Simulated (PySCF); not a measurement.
AlBFH₃O, AlBFH₂O, B₃H₆Si (calculated)

Computed with PySCF 2.14.0. Calculation on a computer-drawn molecule: the log of a Hartree-Fock and frozen-core CCSD(T) single point meant for a local Hartree-Fock minimum, with one planted fault or none, to be diagnosed. Offsets are logged minus clean, where the clean run is the same molecule without the fault. The reference is restricted for singlets and unrestricted otherwise, and also for a bond in bohr or an excited solution. Adding or removing an electron swaps singlet and doublet. The excited solution moves the top pair (singlet) or top alpha electron (doublet) to the lowest empty orbital. Highest occupied and lowest empty are orbital energies over both spins, largest force is the largest gradient component, triples share is (T) over the correlation energy, the T1 limit is 0.02 restricted and 0.045 unrestricted, electrons count all cores, a negative frequency is imaginary (commonest isotopes), and the dipole is about the centre of nuclear charge.

Common to all runs: meant basis cc-pV(D+d)Z; logged SCF converged yes; logged CC converged yes; logged SCF stable within its kind yes; possible faults no fault, one electron removed, one electron added, multiplicity raised by two, geometry at a saddle point, SCF held on an excited solution, minimal basis STO-3G, one bond length entered in bohr, all coordinates scaled.

(1) AlBFH₃O

Logged structure:
```xyz
7
AlBFH3O
B     -2.1159     0.2883     0.4055
O     -0.9363    -0.2335     0.0314
Al     0.4582    -1.0169    -0.4545
F      0.3177    -2.5747    -0.9713
H     -2.7924     0.8727    -0.4021
H     -2.4836     0.1740     1.5471
H      1.8511    -0.3291    -0.4327
```

```
meant charge                         : 0
meant multiplicity                   : 1
logged electrons                     : 38
logged basis functions               : 80
logged spin squared                  : 2.0236
logged highest occupied              : -5.7891 eV
logged lowest empty                  : -2.1959 eV
logged largest force                 : 0.024473 hartree/bohr
logged T1 diagnostic                 : 0.01741
logged D1 diagnostic                 : 0.055947
logged triples share                 : 0.022273
logged dipole magnitude              : 1.4856 debye
logged energy HF                     : -442.61253 hartree
logged energy CCSD(T)                : -443.17067 hartree
planted fault                        : multiplicity raised by two
HF energy offset from clean run      : 134.6 kcal/mol
CCSD(T) energy offset from clean run : 131.1 kcal/mol
```

Drawn bonds:
```csv
atom,other atom,order
1,2,1
2,3,1
3,4,1
1,5,1
1,6,1
3,7,1
```

(2) AlBFH₂O

Logged structure:
```xyz
6
AlBFH2O
B      1.1560    -4.0523     0.2461
O      1.7942    -2.8786     0.3817
Al     2.6221    -1.4355     0.6057
F      3.6526    -1.3426     1.8952
H      0.0894    -4.2178     0.7821
H      1.6514    -4.9286    -0.4163
```

```
meant charge                         : 0
meant multiplicity                   : 2
logged electrons                     : 36
logged basis functions               : 75
logged spin squared                  : 0
logged highest occupied              : -16.343 eV
logged lowest empty                  : -8.6025 eV
logged largest force                 : 0.085932 hartree/bohr
logged T1 diagnostic                 : 0.019921
logged D1 diagnostic                 : 0.05736
logged triples share                 : 0.022307
logged dipole magnitude              : 7.215 debye
logged energy HF                     : -441.88051 hartree
logged energy CCSD(T)                : -442.40871 hartree
planted fault                        : one electron removed
HF energy offset from clean run      : 211.5 kcal/mol
CCSD(T) energy offset from clean run : 209.6 kcal/mol
```

Drawn bonds:
```csv
atom,other atom,order
1,2,1
2,3,1
3,4,1
1,5,1
1,6,1
```

(3) AlBFH₂O

Structure as in entry 2.

```
meant charge                         : 0
meant multiplicity                   : 2
logged electrons                     : 37
logged basis functions               : 75
logged spin squared                  : 3.7755
logged highest occupied              : -5.6691 eV
logged lowest empty                  : -2.0727 eV
logged largest force                 : 0.020241 hartree/bohr
logged T1 diagnostic                 : 0.018943
logged D1 diagnostic                 : 0.05211
logged triples share                 : 0.023965
logged dipole magnitude              : 2.1751 debye
logged energy HF                     : -442.0045 hartree
logged energy CCSD(T)                : -442.5355 hartree
planted fault                        : multiplicity raised by two
HF energy offset from clean run      : 133.7 kcal/mol
CCSD(T) energy offset from clean run : 130.1 kcal/mol
```

Drawn bonds:
```csv
atom,other atom,order
1,2,1
2,3,1
3,4,1
1,5,1
1,6,1
```

(4) B₃H₆Si

Logged structure:
```xyz
10
B3H6Si
B      0.0305     0.1862    -1.4982
Si     0.0999    -1.1061     0.0696
B     -1.6215    -1.7068     0.9688
B      1.8905    -1.7965     0.7400
H      0.0750     1.3549    -1.2732
H     -0.1269    -0.6560    -3.5792
H     -2.1670    -2.6826     0.5581
H     -2.0386    -1.0668     1.8824
H      2.3278    -2.7975     0.2654
H      2.4545    -1.1814     1.5896
```

```
meant charge                         : 1
meant multiplicity                   : 1
logged electrons                     : 34
logged basis functions               : 95
logged spin squared                  : 0.7237
logged highest occupied              : -14.927 eV
logged lowest empty                  : -5.0193 eV
logged largest force                 : 0.020076 hartree/bohr
logged T1 diagnostic                 : 0.06138
logged D1 diagnostic                 : 0.26704
logged triples share                 : 0.035552
logged dipole magnitude              : 0.35499 debye
logged energy HF                     : -366.00338 hartree
logged energy CCSD(T)                : -366.38668 hartree
planted fault                        : one bond length entered in bohr, row 5 of the drawn bonds
HF energy offset from clean run      : 75.27 kcal/mol
CCSD(T) energy offset from clean run : 75.97 kcal/mol
```

Drawn bonds:
```csv
atom,other atom,order
1,2,1
2,3,1
2,4,1
1,5,1
1,6,1
3,7,1
3,8,1
4,9,1
4,10,1
```

Notes: T1 above single-reference limit.
